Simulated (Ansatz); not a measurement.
Program: Ansatz. Geometries: PBE0-D4/def2-TZVP. ΔE: electronic, gas phase. CCSD(T)/CBS is the MP2 limit (def2-TZVPP, def2-QZVPP) plus CCSD(T) − MP2 in def2-TZVPP, frozen cores. DFT in def2-TZVPP. B3LYP here is the variant with VWN-RPA as its local correlation; programs differ in this. For Mg outer-core shells are correlated without core-valence functions, which leaves a few kJ/mol of doubt a bond. Each species was taken in one conformer, which may not be the lowest.

Consider the ligand exchange at the Si–O bond: `[NH2][Mg][O][SiH3]` + `O[SiH2][AlH2]` → `[AlH2][SiH2]O[SiH3]` + `[NH2][Mg][OH]`.

```json
{"level": "r2SCAN-D4", "ΔE (kJ/mol)": "21.0", "difference from CCSD(T)/CBS": "-0.9"}
{"level": "PBE0-D4", "ΔE (kJ/mol)": "20.0", "difference from CCSD(T)/CBS": "-1.9"}
{"level": "B3LYP-D4", "ΔE (kJ/mol)": "16.5", "difference from CCSD(T)/CBS": "-5.4"}
{"level": "ωB97X-V", "ΔE (kJ/mol)": "19.0", "difference from CCSD(T)/CBS": "-2.9"}
{"level": "B2PLYP", "ΔE (kJ/mol)": "20.3", "difference from CCSD(T)/CBS": "-1.6"}
{"level": "PBE", "ΔE (kJ/mol)": "21.9", "difference from CCSD(T)/CBS": "0.0"}
{"level": "r2SCAN", "ΔE (kJ/mol)": "21.7", "difference from CCSD(T)/CBS": "-0.2"}
{"level": "B3LYP", "ΔE (kJ/mol)": "20.2", "difference from CCSD(T)/CBS": "-1.7"}
{"level": "MP2/def2-TZVPP", "ΔE (kJ/mol)": "20.5", "difference from CCSD(T)/CBS": "-1.4"}
{"level": "SCS-MP2/def2-TZVPP", "ΔE (kJ/mol)": "20.9", "difference from CCSD(T)/CBS": "-1.0"}
{"level": "CCSD/def2-TZVPP", "ΔE (kJ/mol)": "21.4", "difference from CCSD(T)/CBS": "-0.5"}
{"level": "HF/def2-QZVPP", "ΔE (kJ/mol)": "21.3", "difference from CCSD(T)/CBS": "-0.6"}
{"level": "MP2/def2-QZVPP", "ΔE (kJ/mol)": "20.6", "difference from CCSD(T)/CBS": "-1.3"}
{"level": "SCS-MP2/def2-QZVPP", "ΔE (kJ/mol)": "20.9", "difference from CCSD(T)/CBS": "-1.0"}
{"level": "HF/CBS(def2)", "ΔE (kJ/mol)": "21.3", "difference from CCSD(T)/CBS": "-0.6"}
{"level": "CCSD/CBS(def2)", "ΔE (kJ/mol)": "21.5", "difference from CCSD(T)/CBS": "-0.4"}
{"level": "CCSD(T)/CBS", "ΔE (kJ/mol)": "21.9", "difference from CCSD(T)/CBS": "0"}
```

Largest T1 diagnostic among the species: 0.012.

The D4 term adds −3.7 kJ/mol with B3LYP and −2.2 kJ/mol with PBE0; it sums over pairs of atoms, weighted by their polarisabilities, and B3LYP, whose exchange is more repulsive, gets the larger term.
